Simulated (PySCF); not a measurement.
This PySCF input asks for the NMR shieldings of `OC[C@@H]1[C@@H](F)O[C@@H]1CF`, C₅H₈F₂O₂; the geometry comes from GFN2-xTB.

```python
import basis_set_exchange as bse
import numpy as np
from pyscf import gto, dft
from pyscf.prop import nmr

atoms = """
O    -2.518056   -0.654386   -0.447134
C    -1.129487   -0.850885   -0.408936
C    -0.451712    0.120385    0.554640
C    -0.438937    1.593172    0.130333
F    -0.909694    2.436753    1.096949
O     0.960267    1.624336    0.062744
C     1.085545    0.271961    0.525642
C     1.894442   -0.580586   -0.442750
F     1.885965   -1.886237   -0.025977
H    -2.891699   -0.803601    0.429102
H    -0.876376   -1.881196   -0.121886
H    -0.793216   -0.678474   -1.433676
H    -0.850295   -0.011354    1.562936
H    -0.938494    1.877795   -0.802670
H     1.547589    0.231418    1.518886
H     2.935378   -0.243760   -0.454941
H     1.481782   -0.553313   -1.454247
"""
names = dict.fromkeys(["O", "C", "F", "H"], "pcSseg-1")
basis = {el: gto.basis.parse(bse.get_basis(n, elements=[el], fmt="nwchem")) for el, n in names.items()}
mol = gto.M(atom=atoms, basis=basis, charge=0, verbose=0)
mf = dft.RKS(mol, xc="PBE0")
mf.grids.level = 2
mf.grids.alignment = dft.numint.BLKSIZE   # the property module wants whole blocks of grid points
mf.conv_tol = 1e-9
mf.kernel()

calc = nmr.RKS(mf)   # GIAO
C = mf.mo_coeff
Co = C[:, mf.mo_occ > 0]
resp = mf.gen_response(singlet=True, hermi=2)
def vind(x):   # induced exchange potential for any number of trial vectors
    d = np.einsum("pi,xij,qj->xpq", C, 2 * x.reshape(-1, C.shape[1], Co.shape[1]), Co, optimize=True)
    return np.einsum("xpq,pi,qj->xij", resp(d - d.transpose(0, 2, 1)), C, Co, optimize=True).ravel()
mo1, _ = nmr.rhf.solve_mo1(calc, with_cphf=vind)
sigma = calc.kernel(mo1)
for i, s in enumerate(sigma):   # ppm
    w = np.linalg.eigvalsh((s + s.T) / 2)
    print("%2d %-2s iso %8.1f  s11 %8.1f  s22 %8.1f  s33 %8.1f" % (i, mol.atom_pure_symbol(i), w.mean(), *w))
```

Q: What does it print?

A: 
```
 0 O  iso    307.5  s11    259.6  s22    294.3  s33    368.5
 1 C  iso    123.9  s11     96.1  s22    112.3  s33    163.1
 2 C  iso    134.4  s11    125.1  s22    129.4  s33    148.7
 3 C  iso     66.9  s11     44.4  s22     69.0  s33     87.4
 4 F  iso    290.9  s11    207.7  s22    313.4  s33    351.6
 5 O  iso    235.9  s11    160.4  s22    243.2  s33    304.2
 6 C  iso    110.1  s11     85.3  s22     94.6  s33    150.3
 7 C  iso    101.6  s11     67.6  s22     79.9  s33    157.2
 8 F  iso    438.7  s11    406.2  s22    441.5  s33    468.4
 9 H  iso     31.9  s11     23.2  s22     28.8  s33     43.6
10 H  iso     27.2  s11     21.5  s22     28.5  s33     31.7
11 H  iso     27.5  s11     22.5  s22     28.3  s33     31.7
12 H  iso     29.0  s11     26.2  s22     29.4  s33     31.3
13 H  iso     25.6  s11     22.5  s22     26.3  s33     27.9
14 H  iso     26.5  s11     23.8  s22     26.0  s33     29.9
15 H  iso     26.7  s11     22.9  s22     27.1  s33     30.2
16 H  iso     27.0  s11     24.8  s22     27.4  s33     28.8
```

These numbers come from an equivalent density-fitted implementation of the same equations, which agrees with the script to about 0.01 ppm for H and up to a few tenths of a ppm for heavy atoms, so last digits may differ.

Q: Turn these shieldings into chemical shifts. References, each an isolated molecule treated in the same way: 17O (σ = 336.08 ppm) vs H2O; 13C (σ = 186.93 ppm) and 1H (σ = 31.72 ppm) against TMS; 19F (σ = 170.95 ppm) vs CFCl3.

A: Averaging equivalent atoms: O 5: 100.1; O 0: 28.6; C 3: 120.0; C 7: 85.4; C 6: 76.8; C 1: 63.1; C 2: 52.5; F 4: -119.9; F 8: -267.8; H 13: 6.14; H 14: 5.17; H 15: 4.97; H 16: 4.73; H 10: 4.48; H 11: 4.20; H 12: 2.76; H 9: -0.15 ppm. Unscaled 19F shifts against computed CFCl3 carry errors that often reach 10 to 50 ppm. Experimental scales use liquid or dissolved standards, which lie at an offset from isolated H2O (liquid H2O: subtract about 36 ppm).

Size and cost of the density-fitted run: 193 basis functions, 60 s wall time on 1 thread of an Arm Neoverse N1, shared host; peak memory 0.9 GiB.
